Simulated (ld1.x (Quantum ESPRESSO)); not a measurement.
**Transferability test, TM potential for bismuth (Bi)**

* Element: bismuth (Bi)
* Generator: ld1.x (Quantum ESPRESSO) 7.5
* Type: norm-conserving Troullier–Martins (Kleinman–Bylander form)
* Functional: PBEsol
* Relativity: scalar-relativistic
* Frozen core: [Xe] 4f14 5d10
* Valence charge: 5
* Reference configuration: 6s2 6p0 (charge +3)
* Partial waves: 6s (bound): rc 2.02 bohr; 6p (bound, empty): rc 2.32 bohr
* Local potential: the p channel
* Core correction: Bessel-smoothed model core inside 1.70 bohr

Energies are relative to the spin-unpolarised reference configuration 6s2 6p0; without spin polarisation the order of configurations can differ from experiment.

| valence configuration | charge | ΔE all-electron (eV) | error AE − PS (meV) |
| --- | --- | --- | --- |
| 6s2 6p3 | 0 | -46.596 | -166 |
| 6s2 6p2 | +1 | -38.647 | -109 |
| 6s2 6p3.3 | -0.3 | -47.696 | -175 |
| 6s0 6p5 | 0 | -26.022 | -75 |
| 6s1 6p0 | +4 | 45.478 | -205 |

Problem. What are ΔE and the potential's error for 6s2 6p1?

Solution. ΔE = -23.357 eV all-electron; the error (AE − PS) is -35 meV.

Problem. What are ΔE and the potential's error for 6s2 6p2.5?

Solution. ΔE = -43.483 eV all-electron; the error (AE − PS) is -142 meV.

Levels in the configuration 6s2 6p3.3:

```
level  all-electron (eV)  pseudo (eV)
   6s            -12.500      -12.356
   6p             -2.765       -2.739
```
